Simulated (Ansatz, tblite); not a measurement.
Removing and adding an electron: (I2In-mu-NH2)2 (In2I4N2H4). Charge 0, multiplicity 1. Geometry: r2SCAN-D4/def2-SVP. Ansatz, gas phase; energy differences of separate SCF runs; the oxidised species was run as a doublet alone; the reduced species was run as a doublet alone.

```xyz
12

In   -1.207   -1.078    0.312
I    -3.724   -0.292   -0.168
I    -0.509   -3.485    1.261
N    -0.102    0.513    1.380
In    1.206    1.079   -0.312
I     3.725    0.299    0.166
I     0.501    3.484   -1.262
N     0.103   -0.515   -1.379
H    -0.700    1.278    1.708
H     0.412    0.176    2.199
H    -0.409   -0.179   -2.200
H     0.702   -1.280   -1.705
```

In the def2 sets I, In take a core potential; there is no spin–orbit coupling. The xTB rows come from tblite.

```csv
level,−HOMO (eV),vertical IE (eV),−LUMO (eV),vertical EA (eV),HOMO–LUMO gap (eV),IE − EA (eV),remarks
GFN2-xTB,11.96,13.95,8.88,6.84,3.08,7.10,–
PBE0-D4/def2-SVP,7.59,8.97,2.37,1.10,5.22,7.87,HOMO above zero (-1 doublet)
```

(1) Estimate the rows for GFN1-xTB, PBE-D4/def2-SVP.

Results:

(1) 
| level | −HOMO (eV) | vertical IE (eV) | −LUMO (eV) | vertical EA (eV) | HOMO–LUMO gap (eV) | IE − EA (eV) | remarks |
| --- | --- | --- | --- | --- | --- | --- | --- |
| GFN1-xTB | 10.42 | 12.58 | 6.86 | 4.88 | 3.56 | 7.70 | – |
| PBE-D4/def2-SVP | 6.42 | – | 3.11 | 1.27 | 3.31 | – | HOMO above zero (-1 doublet) |

Run but left out: PBE-D4/def2-SVP (charge +1 doublet: an occupied level 0.01 eV above an empty one).   A HOMO above zero means that the electron is unbound at that level or that self-interaction error raises the level; the energy of removing that electron tells which. Raw xTB energy differences between charge states are shifted by several eV; the methods need an empirical correction for them. Sets without diffuse functions give affinities that are too small.
